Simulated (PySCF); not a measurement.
Structure problem from calculated spectra and properties.

Formula: C2H9Ge2NS.

* Dipole: 2.46 D [wB97X-D/def2-SVPD]
* NMR, other nuclei: isotropic shieldings of nuclei other than C and H, by class: 243 (1 N), 743 (1 S), 1342 (1 Ge), 1403 (1 Ge) ppm [GIAO PBE0/pcSseg-1]
* Triplet: lowest triplet excitation (Tamm–Dancoff): 4.38 eV [TDA wB97X-D/def2-SVPD]
* Rotational structure: rotational constants A, B, C: 2.263, 0.689, 0.591 GHz [PBE0-D3(BJ)/def2-SVP]
* 13C NMR: chemical shifts (computed TMS as zero) by class: 149.5 (1 C), 140.2 (1 C) ppm [GIAO PBE0/pcSseg-1]
* 1H NMR: chemical shifts (computed TMS as zero) by class: 7.07 (1 H), 6.26 (1 H), 6.07 (1 H), 5.46 (2 H), 5.03 (2 H), 0.17 (2 H) ppm [GIAO PBE0/pcSseg-1]
* Polarisability: 116.7 au [wB97X-D/def2-SVPD]

The electronic properties come from PySCF, for the isolated species, density fitting. Levels stand in brackets. Geometry: PBE0-D3(BJ)/def2-SVP, one conformer, isolated molecule. The calculation is non-relativistic and has no spin–orbit coupling, an omission that weighs most on germanium. NMR classes are plain means over equivalent atoms (diastereotopic ones count apart unless rotation or inversion swaps them), as if these changed places fast.

Question: Propose a structure and show how it fits.

Answer: Numbering: `[CH2:1]=[CH:2][GeH2:3][S:4][GeH2:5][NH2:6]`. 2 carbons fall into 2 classes; from least to most shielded: alkene CH carbon [C2] (149.5 ppm), terminal =CH2 carbon [C1] (140.2 ppm). Hydrogen classes from least to most shielded: 1 H on an alkene CH carbon, C2 (7.07 ppm), 1 H on a terminal =CH2 carbon, C1 (6.26 ppm), 1 H on a terminal =CH2 carbon, C1 (6.07 ppm), 2 H on a germanium bonded to N, S and 2 H, Ge5 (5.46 ppm, a mean of values up to 0.6 ppm apart in this geometry), 2 H on a germanium bonded to C, S and 2 H, Ge3 (5.03 ppm), 2 H on a nitrogen bonded to Ge and 2 H, N6 (0.17 ppm). The other shieldings belong to: 243 ppm, nitrogen bonded to Ge and 2 H [N6]; 743 ppm, sulfur bonded to 2 Ge [S4]; 1342 ppm, germanium bonded to N, S and 2 H [Ge5]; 1403 ppm, germanium bonded to C, S and 2 H [Ge3]. The optimised geometry has point group C1 and is an asymmetric top. Structure: `C=[CH][GeH2][S][GeH2][NH2]`. Computed isomers that give other values at the same levels: `C=[CH][Ge@H]([NH2])[S][GeH3]` (rotational constant A: 2.144 GHz; this holds for the one conformer computed); `C[C](=S)[GeH2][NH][GeH3]` (rotational constant A: 2.436 GHz; this holds for the one conformer computed). The assignments are read from this structure; whether some other isomer fits the data as well wasn't checked. NMR values of atoms bound to Ge lack the spin–orbit term that these neighbours bring.

Shape of the structure used: `[CH2:1]=[CH:2][GeH2:3][S:4][GeH2:5][NH2:6]`: C1–C2–Ge3–S4 117°, C2–Ge3–S4–Ge5 79°, Ge3–S4–Ge5–N6 -51°, H–N6–Ge5–S4 -72°, H–N6–Ge5–S4 160°.
